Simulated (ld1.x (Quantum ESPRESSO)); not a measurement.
## Before and after: TM potential for tungsten

```json
{
  "Element": "tungsten",
  "Generator": "ld1.x (Quantum ESPRESSO) 7.5",
  "Type": "norm-conserving Troullier–Martins (Kleinman–Bylander form)",
  "Functional": "PBE",
  "Relativity": "fully relativistic",
  "Frozen core": "[Xe] 4f14",
  "Valence charge": "6",
  "Reference configuration": "5d4 6s1 6p0 (charge +1)",
  "Partial waves": "6s (bound): rc 2.35 bohr; 6p (bound, empty): rc 2.55 bohr; 5d (bound): rc 2.65 bohr; 5f channel at 0.4 Ry: rc 2.20 bohr",
  "Local potential": "all-electron potential smoothed inside 1.65 bohr (lloc = -1)",
  "Core correction": "none"
}
```

Open shells are filled in proportion to 2j + 1 (rel_dist='average').

Change: local potential the p channel.

Cutoffs: the cutoffs (Ry, on a coarse ladder) from which the occupation-weighted sum of valence levels, in a spherical-Bessel basis at the reference potential, stays within 10 and 1 mRy of its value at 400 Ry; they do not see the model core or the augmentation charge, which bear on the density cutoff. Errors are all-electron minus pseudo energies relative to the spin-unpolarised reference configuration.

Problem. How do hardness, ghosts and transferability respond?

Solution. The potential gets neither clearly harder nor softer (25 Ry and 30 Ry → 25 Ry and 30 Ry); the bound ghosts move from p, s to s; of the 7 tests that both files solve, the error grows in 3 and shrinks in 4 by more than 15 % and 0.3 meV (median size 16.8 → 26.4 meV); the range in which the d3/2 phases agree narrows (upper end 1.4 → 0.2); the range in which the d5/2 phases agree narrows (upper end 1.6 → 0.3). In the separable form a ghost depends on how the local part lies against the semilocal potential of the channel, so the choice of the local part can create or remove one.

```csv
quantity,base,changed
"cutoff, loose",25 Ry,25 Ry
"cutoff, tight",30 Ry,30 Ry
loose cutoff by channel (10 mRy a level),"s 8 Ry, d 21 Ry","s 6 Ry, d 21 Ry"
bound ghosts,"s, p3/2, p1/2",s
"error for 5d4 6s2 6p0, meV [ΔE -8.89 eV]",+17,+5.9
"error for 5d4 6s0 6p0, meV [ΔE 15.68 eV]",+53,+41
"error for 5d3 6s0 6p0, meV [ΔE 41.05 eV]",+118,-0.8
"error for 5d3 6s2 6p0, meV [ΔE -0.06 eV]",+0.7,-29
"error for 5d2 6s0 6p0, meV [ΔE 78.24 eV]",+237,-25
"error for 5d5 6s0 6p0, meV [ΔE 0.81 eV]",-7.3,-26
"error for 5d5 6s1 6p0, meV [ΔE -7.35 eV]",-2.8,-53
s: phases at 2.90 bohr within 0.05 rad from the reference energy up to (Ry; the scan ends near 5),1.3,2.1
p1/2: phases at 2.90 bohr within 0.05 rad from the reference energy up to (Ry; the scan ends near 5),2.8,n/a
p3/2: phases at 2.90 bohr within 0.05 rad from the reference energy up to (Ry; the scan ends near 5),2.4,n/a
d3/2: phases at 2.90 bohr within 0.05 rad from the reference energy up to (Ry; the scan ends near 5),1.4,0.2
d5/2: phases at 2.90 bohr within 0.05 rad from the reference energy up to (Ry; the scan ends near 5),1.6,0.3
f5/2: phases at 2.90 bohr within 0.05 rad from the reference energy up to (Ry; the scan ends near 5),3.8,3.4
f7/2: phases at 2.90 bohr within 0.05 rad from the reference energy up to (Ry; the scan ends near 5),3.7,3.5
```

Base: These tests converged, but a pseudo level misses the all-electron one widely, so the file describes the atom poorly there or has found another state: 5d2 6s0 6p0: empty 6p by 7.7 eV (a node warning on the way). A true bound ghost makes a file unfit for plane-wave use even where its test errors are small: the radial tests pick states by their node count and pass the ghost by.
